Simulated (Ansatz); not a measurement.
(H3Ge)2NH (Ge₂NH₇), relaxed as a singlet with RKS PBE0-D4/def2-SVP in Ansatz, starting from the GFN2-xTB geometry. Force threshold 0.02 eV/Å.

Start:

```xyz
10

Ge    0.2932    1.5763   -0.1786
H     1.5962    2.3127   -0.1868
H    -0.3749    1.6188   -1.5121
H    -0.6208    2.1867    0.8496
N     0.6895   -0.1683    0.1517
Ge   -0.5141   -1.5287    0.0399
H     0.2546   -2.7953    0.2627
H    -1.0962   -1.4704   -1.3329
H    -1.6265   -1.4304    1.0489
H     1.3990   -0.3014    0.8575
```

```
step   energy (eV)  largest force component (eV/Å)  SCF passes
   1  -114609.0223                           0.595          15
   2  -114609.1401                           0.114          19
   3  -114609.1446                           0.021          20
   4  -114609.1457                           0.020          18
   5  -114609.1462                           0.099          18
   6  -114609.1480                           0.042          18
   7  -114609.1487                           0.039          19
   8  -114609.1490                           0.014          19
   9  -114609.1492                           0.012          18
```

Force components are those of the run's own axes.

End:

Cartesian coordinates in Å:
```
Ge 0.321 1.600 -0.194
H 1.686 2.303 -0.334
H -0.411 1.547 -1.546
H -0.543 2.390 0.818
N 0.618 -0.139 0.311
Ge -0.507 -1.563 0.038
H 0.335 -2.854 0.067
H -1.153 -1.357 -1.343
H -1.623 -1.673 1.106
H 1.277 -0.255 1.076
```

By distances, no bond broke or formed. The bond that changes most is Ge6–H8, from 1.49 to 1.54 Å (atoms count from 1).

The force fell under the threshold at step 4, but the optimiser went on and released 0.003 eV more. No frequencies were taken in this run, so the end may be a saddle point.

It took 27 s on 4 threads of Intel Xeon on a shared host.
